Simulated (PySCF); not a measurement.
B3LYP has the VWN-RPA correlation part, as in Gaussian. 

**C₃H₄Si, SMILES `C#C[SiH]=C` (charge 0, multiplicity 1)**

Method: PySCF with B3LYP-D3(BJ)/def2-TZVP.

- HOMO = -6.28 eV
- dipole moment = 0.255 e·Å
- HOMO–LUMO gap = 4.51 eV
- LUMO = -1.77 eV
- total energy = -11053.05 eV
- cost = around 40 core-seconds (rough)

Bonds (Å): C1–C2 1.207, C1–H5 1.064, C2–Si3 1.801, Si3–C4 1.699, Si3–H6 1.469, C4–H7 1.082, C4–H8 1.082. Angles (°): C2–C1–H5 179.7, C1–C2–Si3 178.8, C2–Si3–C4 123.1, C2–Si3–H6 113.5, C4–Si3–H6 123.4, Si3–C4–H7 122.5, Si3–C4–H8 121.5, H7–C4–H8 116.0.
Charge 0, spin multiplicity 1.
